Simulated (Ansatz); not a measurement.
Species: sum formula H₄SiNO₃, net charge 0, doublet state. It need not be the lowest isomer of its formula. 
Coordinates optimised at B3LYP-D3(BJ)/def2-TZVP (Ansatz, a program for electronic structure):
SMILES: [NH][Si](O)(O)O
```xyz
9

N     -0.2823    -0.3534     1.6973
Si    -0.0112    -0.0068     0.0106
O      1.5765    -0.2409    -0.3269
O     -0.3429     1.5570    -0.3414
O     -1.0030    -0.9763    -0.8524
H     -1.2705    -0.4211     1.9495
H      2.0559    -0.8699     0.2182
H      0.3724     2.1891    -0.2299
H     -0.8695    -1.0473    -1.8013
```
Charge 0, spin multiplicity 2.

Computed values are from Ansatz. Valence correlation only, unless marked. Open shells are spin-unrestricted. No spin-orbit coupling. Non-relativistic. Basis-set limits of correlation are two-point, X^-3; Hartree-Fock from the larger set.

| Property | Value |
|---|---|
| atomisation energy De | 3504.6 kJ/mol at CCSD(T)/CBS(cc-pV(T+d)Z,cc-pV(Q+d)Z) |
| total energy | -571.8157 Eh at CCSD(T)/CBS(cc-pV(T+d)Z,cc-pV(Q+d)Z) |
| dipole moment | 0.87 D at CCSD(T)/aug-cc-pV(D+d)Z |
| T1 diagnostic | 0.012 at CCSD/cc-pV(Q+d)Z |
